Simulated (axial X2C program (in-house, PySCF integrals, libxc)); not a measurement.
## Potential curves of CoO⁺, with spin–orbit coupling

Calculated with an in-house all-electron X2C program for linear molecules (integrals from PySCF). Two-component (2c) means X2C with spin–orbit coupling and atomic mean-field two-electron Coulomb and Gaunt terms. Basis: Co dyall-cv3z [9s10p6d3f2g], O dyall-av3z [7s6p3d2f] (cores contracted in-house); Gaussian nuclei, density fitting, unrestricted open shells. Masses: Co 58.933 u, O 15.995 u.

State: Ω = 4 (⟨Sz⟩ = 2.00, ⟨Lz⟩ = 2.00 at HF). Energies in eV from the lowest point of each curve. Fits are polynomials in 1 − R0/R over 0.85 to 1.23 times the lowest point R0.

```
 R (Å)      HF
1.4085  2.9831
1.4733  1.8130
1.5219  1.1693
1.5704  0.6957
1.6190  0.3631
1.6757  0.1219
1.7323  0.0070
1.8052  0.0000
1.8942  0.1445
2.0238  0.5368
```

One determinant describes the state; a PBE0 search over occupations chose it and may have missed a lower one. With several unpaired electrons one determinant need not be a pure state. Open-shell Ω = 0 determinants with evenly filled partner blocks cannot be reached by this program, so the Ω shown need not be the lowest component.

(1) What are Re and ωe at the HF level?

Results:

(1) At HF, 2c: Re = 1.771 Å, ωe ≈ 741 cm⁻¹; Be follows as 0.427 cm⁻¹.
